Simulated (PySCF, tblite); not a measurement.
Species: C4H10AlClO2.
Geometry (GFN2-xTB, Å), atoms numbered from 1 in this order:
```
atom  x, y, z in Å
C1    -0.3874   -1.0947    1.3670
O2    -0.2326   -0.1454    0.3291
C3    -1.1247   -0.3019   -0.7476
C4    -2.5297    0.1344   -0.3959
O5    -3.5246   -0.2869   -0.9039
Al6    1.0535    1.2586    0.2435
C7     2.4191    0.4505   -1.0536
Cl8    2.9481   -0.4778    0.4015
H9     0.3354   -0.8218    2.1357
H10   -1.3985   -1.0634    1.7797
H11   -0.1693   -2.1019    1.0019
H12   -0.7645    0.3848   -1.5275
H13   -1.1108   -1.3269   -1.1375
H14   -2.5404    0.9240    0.3801
H15    1.2993    1.4105    1.7734
H16    0.1728    2.3340   -0.4569
H17    3.2948    1.0259   -1.3653
H18    2.2505   -0.2958   -1.8353
```

Jobs on this species (18 atoms, 80 electrons) with PySCF (density fitting) and tblite. Hardware of each: an Arm Neoverse N1 with one thread (shared host). The host was shared with other jobs, so the times are rough.

| level and settings | work | basis functions | SCF cycles | wall time |
| --- | --- | --- | --- | --- |
| GFN2-xTB | L-BFGS relaxation | – | – | ? |
| PBE0/pcSseg-1 | shieldings, charges and field gradients, density and orbital grids written | 200 | 14 | 86 s |
| GFN2-xTB | Hessian by finite differences | – | – | 1.2 s |

Q: Fill in the missing figures.

A: 
- GFN2-xTB; L-BFGS relaxation: 2.1 s

Q: What do all jobs in the table cost together?

A: About 89 s; the longest takes about 96 % of that, and about 72 times as long as the shortest.
